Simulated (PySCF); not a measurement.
CH4N2S, charge +1, doublet, geometry from GFN2-xTB (a state made from the parent by changing its charge; the spin is typed, not shown lowest); BLYP-D3ZERO/def2-SV(P) (PySCF).

Input for PySCF:
```python
from pyscf import gto, scf, dft

mol = gto.Mole()
mol.atom = '''
    N     0.86491481   -1.22796321   -0.33922594
    C    -0.08836207   -0.37057482   -0.03232438
    N    -1.33591654   -0.74733422    0.16692536
    S     0.31257611    1.31088860    0.11434575
    H     0.68516658   -2.21924058   -0.43704420
    H     1.81459394   -0.91670919   -0.48759941
    H    -1.62329582   -1.71510657    0.09386029
    H    -2.05049797   -0.07263034    0.40130163
'''
mol.basis = 'def2-sv(p)'
mol.charge = 1
mol.spin = 1
mol.verbose = 5
mol.build()

mf = dft.UKS(mol)
mf.xc = 'blyp'
mf.disp = 'd3zero'
mf.kernel()
mf.analyze()
```

**Question.** Write the output that PySCF gives for this input, abridged.

**Answer.** 
```
PySCF version 2.14.0

[INPUT] verbose = 5
[INPUT] max_memory = 4000
[INPUT] num. atoms = 8
[INPUT] num. electrons = 39
[INPUT] charge = 1
[INPUT] spin (= nelec alpha-beta = 2S) = 1
[INPUT] symmetry False subgroup None
[INPUT] Mole.unit = angstrom
[INPUT] Symbol           X                Y                Z      unit          X                Y                Z       unit  Magmom
[...]
[INPUT] ---------------- BASIS SET ----------------
[INPUT] l, kappa, [nprim/nctr], expnt,             c_1 c_2 ...
[INPUT] H
[...]
                                1.9622572         0.13796524
                                0.44453796        0.47831935
[...]
[INPUT] C
[...]
                                186.29004992      0.040638409211
                                42.251176346      0.18025593888
                                11.676557932      0.46315121755
                                3.5930506482      0.44087173314
[...]
                                2.0103545142      0.21117025112
                                0.54771004707     0.51328172114
[...]
[INPUT] S
[...]
                                1381.5105503      -0.016683029937
                                313.8714758       -0.075262436116
                                88.053870623      -0.19376827038
                                27.039914905      -0.17718020803
[...]
                                4.9664522326      0.65066293018
                                2.0116242047      0.59712155354
[...]
                                61.306894736      -0.066547669241
                                19.103729887      -0.24828595903
                                6.6567720378      -0.48703847402
                                2.3959635161      -0.39337850312
[...]
[INPUT] N
[...]
                                257.64812677      -0.040221581118
                                58.458245853      -0.1793114499
                                16.198367905      -0.46376317823
                                5.0052600809      -0.44171422662
[...]
                                2.9257372874      -0.21807045028
                                0.79927750754     -0.51294466049
[...]
nuclear repulsion = 157.358896515291
number of shells = 34
number of NR pGTOs = 124
number of NR cGTOs = 68
basis = def2-sv(p)
ecp = {}

******** <class 'pyscf.dft.uks.UKS'> ********
method = UKS
initial guess = minao
damping factor = 0
level_shift factor = 0
DIIS = <class 'pyscf.scf.diis.CDIIS'>
diis_start_cycle = 1
diis_space = 8
diis_damp = 0
SCF conv_tol = 1e-09
SCF conv_tol_grad = None
SCF max_cycles = 50
direct_scf = True
direct_scf_tol = 1e-13
number electrons alpha = 20  beta = 19
XC library pyscf.dft.libxc version 7.1.2
    S. Lehtola, C. Steigemann, M. J. T. Oliveira, and M. A. L. Marques,  SoftwareX 7, 1–5 (2018)
XC functionals = blyp
    A. D. Becke,  Phys. Rev. A 38, 3098 (1988)
    C. Lee, W. Yang, and R. G. Parr,  Phys. Rev. B 37, 785 (1988)
    B. Miehlich, A. Savin, H. Stoll, and H. Preuss,  Chem. Phys. Lett. 157, 200 (1989)
radial grids:
    Treutler-Ahlrichs [JCP 102, 346 (1995); DOI:10.1063/1.469408] (M4) radial grids

becke partition: Becke, JCP 88, 2547 (1988); DOI:10.1063/1.454033
pruning grids: <function nwchem_prune>
grids dens level: 3
symmetrized grids: False
atomic radii adjust function: <function treutler_atomic_radii_adjust>
small_rho_cutoff = 0
Set gradient conv threshold to 3.16228e-05
atom N rad-grids = 75, ang-grids = [ 50  50  50  50  50  50  50  50  50  50  50  50  50  50  50  50  50  50
  50  50  50  50  50  86  86  86  86  86  86  86  86  86  86 266 266 266
 266 266 266 266 302 302 302 302 302 302 302 302 302 302 302 302 302 302
 302 302 302 302 302 302 266 266 266 266 266 266 266 266 266 266 266 266
 266 266 266]
atom C rad-grids = 75, ang-grids = [ 50  50  50  50  50  50  50  50  50  50  50  50  50  50  50  50  50  50
  50  50  50  50  86  86  86  86  86  86  86  86  86  86 266 266 266 266
 266 266 302 302 302 302 302 302 302 302 302 302 302 302 302 302 302 302
 302 302 302 302 266 266 266 266 266 266 266 266 266 266 266 266 266 266
 266 266 266]
atom S rad-grids = 80, ang-grids = [ 50  50  50  50  50  50  50  50  50  50  50  50  50  50  50  50  50  50
  50  50  50  50  50  50  86  86  86  86  86  86  86  86  86  86  86  86
  86 350 350 350 350 350 350 350 350 350 434 434 434 434 434 434 434 434
 434 434 434 434 434 434 434 434 434 434 350 350 350 350 350 350 350 350
 350 350 350 350 350 350 350 350]
atom H rad-grids = 50, ang-grids = [ 50  50  50  50  50  50  50  50  50  50  50  50  50  50  50  86  86  86
  86 266 266 266 266 266 302 302 302 302 302 302 302 302 302 302 302 302
 302 266 266 266 266 266 266 266 266 266 266 266 266 266]
tot_boxes 2250, boxes in each direction [13 13  8]
Padding 6 grids
tot grids = 100040
nelec by numeric integration = [19.98742697 19.98742697]
E1 = -1062.8227323908457  E2 = 357.08862243888575  Ecoul = 403.4014982487564  Exc = -46.31287580987068
Calc dispersion correction with DFTD3.
Parameters: xc=blyp, version=d3zero, atm=False
init E= -548.379137480439
cond(S) = 1115.1839498305762

  alpha mo_energy =
[-8.81190853e+01 -1.41031185e+01 -1.41030849e+01 -1.00055146e+01
 -7.72399136e+00 -5.75403932e+00 -5.75207534e+00 -5.75204058e+00
 -9.33116857e-01 -8.52145992e-01 -7.09675906e-01 -6.02802042e-01
 -5.47429393e-01 -5.28154074e-01 -4.80452159e-01 -4.09122261e-01
 -3.82583268e-01 -2.91242973e-01 -2.61028102e-01 -2.58990188e-01
 -5.36343353e-02 -1.30527817e-03  9.10321792e-03  4.55430705e-02
  8.51761603e-02  8.58828021e-02  2.16173430e-01  2.35229780e-01
  2.74653749e-01  3.96172292e-01  4.27281166e-01  4.43528475e-01
  4.65266724e-01  4.92698840e-01  5.14604946e-01  5.58932990e-01
  5.59515285e-01  5.65848994e-01  5.68773040e-01  6.36830112e-01
  6.58336815e-01  6.60638363e-01  6.83967126e-01  7.01448732e-01
  7.52749350e-01  7.65206520e-01  7.74236219e-01  8.79389013e-01
  9.07159536e-01  1.02668219e+00  1.04564912e+00  1.29656870e+00
  1.31285558e+00  1.36647940e+00  1.53370353e+00  1.87276459e+00
[...]
converged SCF energy = -547.62723011746  <S^2> = 0.75262035  2S+1 = 2.0026186
Total Energy =                        -547.627230117459817
[...]
1 C 2pz         -0.00264  -0.00913   0.00045
1 C 3px          0.01178   0.03634   0.01207
1 C 3py          0.04939  -0.00794   0.05061
1 C 3pz          0.00431  -0.00836   0.00441
1 C 3dxy         0.06422  -0.43592   0.21658
1 C 3dyz         0.06545   0.11452  -0.02065
1 C 3dz^2       -0.25745   0.01598   0.14701
1 C 3dxz        -0.06241  -0.01489   0.18081
1 C 3dx2-y2     -0.11274  -0.21008  -0.46230
2 N 1s          -0.00037   0.00065   0.00076
2 N 2s          -0.01249   0.01776   0.01073
2 N 3s          -0.12508   0.11680   0.06049
2 N 2px          0.01806  -0.02735  -0.01690
2 N 2py          0.00514  -0.01346  -0.00534
2 N 2pz         -0.00293   0.00366   0.00267
2 N 3px         -0.09036   0.11545   0.07193
2 N 3py         -0.09412   0.09049  -0.05156
2 N 3pz          0.00541  -0.01093  -0.02138
2 N 3dxy         0.09830   0.08943   0.53530
2 N 3dyz        -0.02775  -0.03440  -0.07354
2 N 3dz^2        0.29949  -0.20528  -0.16611
2 N 3dxz         0.22927  -0.16648   0.01202
2 N 3dx2-y2     -0.50890   0.50628   0.02519
3 S 1s           0.00019  -0.00000   0.00021
3 S 2s           0.00054  -0.00000   0.00057
3 S 3s           0.00154  -0.00000  -0.00180
3 S 4s           0.01632  -0.00000  -0.00588
3 S 2px          0.00016   0.00008   0.00017
3 S 2py          0.00066  -0.00002   0.00072
3 S 2pz          0.00006  -0.00002   0.00006
3 S 3px          0.00037  -0.00048   0.00131
3 S 3py          0.00155   0.00011   0.00549
3 S 3pz          0.00014   0.00011   0.00048
3 S 4px         -0.00840  -0.00261  -0.00454
3 S 4py         -0.03524   0.00057  -0.01903
3 S 4pz         -0.00307   0.00060  -0.00166
3 S 3dxy        -0.01703  -0.03123  -0.02221
3 S 3dyz        -0.00165   0.00820  -0.00643
3 S 3dz^2        0.00222   0.00115   0.02086
3 S 3dxz        -0.00890  -0.00107  -0.00469
3 S 3dx2-y2      0.03523  -0.01505   0.04451
4 H 1s          -0.01152  -0.01215  -0.00424
4 H 2s           0.03124   0.02737   0.05693
5 H 1s           0.00637  -0.00227   0.01168
5 H 2s          -0.06286  -0.03308  -0.05208
6 H 1s          -0.01152   0.01215  -0.00424
6 H 2s           0.03124  -0.02737   0.05693
7 H 1s           0.00637   0.00227   0.01168
7 H 2s          -0.06286   0.03308  -0.05208

To work with the spin densities directly, `use mulliken_meta_spin()` only printing them here.

 ** Mulliken spin pop alpha/beta on meta-lowdin orthogonal AOs **
 ** Mulliken Spin Density (per AO)  **
spin_pop of  0 N 1s       -0.00000
spin_pop of  0 N 2s        0.00498
spin_pop of  0 N 3s        0.00004
spin_pop of  0 N 2px       0.00063
spin_pop of  0 N 2py       0.00607
spin_pop of  0 N 2pz      -0.00287
spin_pop of  0 N 3px       0.00001
spin_pop of  0 N 3py       0.00020
spin_pop of  0 N 3pz      -0.00010
spin_pop of  0 N 3dxy      0.00003
spin_pop of  0 N 3dyz      0.00000
spin_pop of  0 N 3dz^2     0.00001
spin_pop of  0 N 3dxz      0.00001
spin_pop of  0 N 3dx2-y2    0.00006
spin_pop of  1 C 1s        0.00000
spin_pop of  1 C 2s       -0.00481
spin_pop of  1 C 3s        0.00006
spin_pop of  1 C 2px      -0.00094
spin_pop of  1 C 2py      -0.01038
spin_pop of  1 C 2pz      -0.00682
spin_pop of  1 C 3px       0.00045
spin_pop of  1 C 3py      -0.00004
spin_pop of  1 C 3pz      -0.00000
spin_pop of  1 C 3dxy      0.00055
spin_pop of  1 C 3dyz     -0.00002
spin_pop of  1 C 3dz^2     0.00000
spin_pop of  1 C 3dxz      0.00000
spin_pop of  1 C 3dx2-y2    0.00008
spin_pop of  2 N 1s       -0.00000
spin_pop of  2 N 2s        0.00498
spin_pop of  2 N 3s        0.00004
spin_pop of  2 N 2px       0.00263
spin_pop of  2 N 2py       0.00423
spin_pop of  2 N 2pz      -0.00303
spin_pop of  2 N 3px       0.00004
spin_pop of  2 N 3py       0.00017
spin_pop of  2 N 3pz      -0.00011
spin_pop of  2 N 3dxy      0.00002
spin_pop of  2 N 3dyz      0.00000
spin_pop of  2 N 3dz^2     0.00001
spin_pop of  2 N 3dxz      0.00001
spin_pop of  2 N 3dx2-y2    0.00008
spin_pop of  3 S 1s        0.00000
spin_pop of  3 S 2s        0.00000
spin_pop of  3 S 3s        0.00930
spin_pop of  3 S 4s       -0.00007
spin_pop of  3 S 2px       0.00012
spin_pop of  3 S 2py       0.00000
spin_pop of  3 S 2pz       0.00001
spin_pop of  3 S 3px       0.87619
spin_pop of  3 S 3py       0.04698
spin_pop of  3 S 3pz       0.05920
spin_pop of  3 S 4px       0.00090
spin_pop of  3 S 4py       0.00038
spin_pop of  3 S 4pz       0.00024
spin_pop of  3 S 3dxy      0.00130
spin_pop of  3 S 3dyz      0.00019
spin_pop of  3 S 3dz^2     0.00029
spin_pop of  3 S 3dxz      0.00017
spin_pop of  3 S 3dx2-y2    0.00105
spin_pop of  4 H 1s        0.00442
spin_pop of  4 H 2s        0.00006
spin_pop of  5 H 1s       -0.00106
spin_pop of  5 H 2s        0.00031
spin_pop of  6 H 1s        0.00442
spin_pop of  6 H 2s        0.00006
spin_pop of  7 H 1s       -0.00106
spin_pop of  7 H 2s        0.00031
 ** Mulliken Spin Density (per atom)  **
spin density of  0 N =      0.00908
spin density of  1 C =     -0.02187
spin density of  2 N =      0.00908
spin density of  3 S =      0.99625
spin density of  4 H =      0.00448
spin density of  5 H =     -0.00075
spin density of  6 H =      0.00448
spin density of  7 H =     -0.00076
 ** Mulliken pop alpha/beta on meta-lowdin orthogonal AOs **
 ** Mulliken pop       alpha | beta **
In total            20.00000 | 19.00000
 ** Mulliken atomic charges   ( Nelec_alpha | Nelec_beta ) **
charge of  0N =     -0.25712  (     3.63310      3.62402 )
charge of  1C =      0.19719  (     2.89047      2.91234 )
charge of  2N =     -0.25711  (     3.63310      3.62401 )
charge of  3S =      0.27098  (     8.36263      7.36638 )
charge of  4H =      0.25906  (     0.37271      0.36823 )
charge of  5H =      0.26397  (     0.36764      0.36839 )
charge of  6H =      0.25905  (     0.37272      0.36823 )
charge of  7H =      0.26397  (     0.36764      0.36839 )

WARN: System has nonzero charge 1; the dipole moment is origin-dependent.
Location of origin: [0. 0. 0.]

Dipole moment(X, Y, Z, Debye): -0.76115, -3.19208, -0.27843
```
